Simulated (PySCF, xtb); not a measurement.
GeH₄MgSe, SMILES [GeH3][Mg][SeH].

GFN2-xTB (xtb) at its own geometry gives an orbital gap of 3.16 eV and a dipole moment of 4.94 D.

Geometry: PBE-D3(BJ)/def2-SVP. The structure was generated by enumeration; whether it is a known compound was not checked. Other conformers were not sampled.

Question: What does PySCF with ωB97X/def2-TZVPD give? (An estimate is asked for; the answer gives what the named calculation found.)

Answer: gap 9.32 eV (levels -9.06 and 0.26 eV), dipole 0.71 D.
